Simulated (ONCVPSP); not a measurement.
## Li, ONCV: configuration errors across variants

```json
{"Element": "Li (Z = 3)", "Generator": "ONCVPSP 4.0.1", "Type": "optimised norm-conserving Vanderbilt (ONCV)", "Functional": "revPBE", "Relativity": "non-relativistic", "Frozen core": "none", "Valence charge": "3", "Reference configuration": "1s2 2s1", "Partial waves": "1s+2s: rc 1.10 bohr, ncon 4, nbas 8, qcut 8.5 1/bohr, 2 projectors; p scattering state at 0.13 Ha: rc 0.95 bohr, ncon 4, nbas 9, qcut 9.1 1/bohr, 1 projector; d scattering state at 0.15 Ha: rc 1.10 bohr, ncon 4, nbas 8, qcut 7.6 1/bohr, 2 projectors, debl 3.3 Ha", "Local potential": "polynomial inside 0.90 bohr (lpopt 5, dvloc0 0 Ha)", "Core correction": "none"}
```

All-electron excitation energies from the reference (eV): (1) 1s2 2s0 5.326; (2) 1s2 2s0.5 2.052; (3) 1s2 2s0 2p1 1.791; (4) 1s1 2s1 68.543.

1 further variants failed, have other tests or another functional or relativity, and are left out.

Errors AE − PS in meV (a dash: test not solved or not reliable):

| change | (1) | (2) | (3) | (4) | bound ghosts | GHOST(+) flags above zero |
| --- | --- | --- | --- | --- | --- | --- |
| base | +0.4 | +0.1 | +0.5 | +1078 | none | none |
| p: qcut 10 | +0.4 | +0.1 | +0.5 | +1078 | none | none |
| d: debl 1.5 | +0.4 | +0.1 | +0.5 | +1078 | none | none |
| s: qcut 5.6 | +0.5 | +0.1 | +0.7 | +1791 | none | none |
| local potential polynomial inside 0.90 bohr (lpopt 5, dvloc0 4.5 Ha) | +0.4 | +0.1 | +0.5 | +1075 | none | none |
| d: rc 0.84; local potential polynomial inside 0.84 bohr (lpopt 5, dvloc0 0 Ha) | +0.4 | +0.1 | +0.5 | +1078 | none | none |
| s: qcut 9.2; p: qcut 9.8; d: qcut 8.2 | +0.3 | +0.1 | +0.4 | +971 | none | none |
| d: nproj 3 | +0.4 | +0.1 | +0.5 | +1078 | none | d |
| d: ncon 5, nbas 9 | +0.4 | +0.1 | +0.5 | +1078 | none | none |

Give the same row for: local potential polynomial inside 0.80 bohr (lpopt 5, dvloc0 6 Ha).

+0.4, +0.1, +0.5, +1075; bound ghosts: none; GHOST(+) flags above zero: none.
